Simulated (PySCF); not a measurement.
## Correlation energy of Rh (rhodium, neutral)

[Kr] 4d8 5s1, high-spin 4F determinant. Calculation: PySCF 2.14, in def2-TZVP with the def2 core potential (28 electrons) (6s4p3d1f, 40 functions); a scalar-relativistic core potential. Frozen: 4s2 4p6; 9 electrons correlated.

MP2 pair energies summed by pair of shells (mhartree):

| pair | energy | share (%) |
| --- | --- | --- |
| 4d-4d | -156.92 | 87.5 |
| 4d-5s | -22.37 | 12.5 |

Total MP2 correlation energy: -179.30 mhartree.

Same-spin part -71.02 and opposite-spin part -108.28 mhartree; SCS-MP2 scales them by 1/3 and 6/5 to -153.60 mhartree.
